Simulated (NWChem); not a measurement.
## Correlation energy of Sb

```
Sb
```
Charge 0, spin multiplicity 4.

All runs are NWChem calculations.

Basis set: def2-TZVP. Each correlation energy counts from its own Hartree-Fock reference.

Effective core potentials replace the inner electrons of Sb; spin-orbit coupling is left out. The correlated methods keep 4 core orbitals frozen. The stability of the SCF solutions was not checked. Open-shell Hartree-Fock references start from PBE0 orbitals. No row is a measurement; the coupled-cluster row has its own basis-set and correlation limits.

**Question.** One of these methods gave a correlation energy of -285.4 mHa. Which?
A. SCS-UMP2
B. CCSD on ROHF
C. CCSD on UHF
D. UMP2

**Answer.** D, UMP2. The others give -249.8 (SCS-UMP2), -279.1 (CCSD on UHF), -280.8 (CCSD on ROHF).
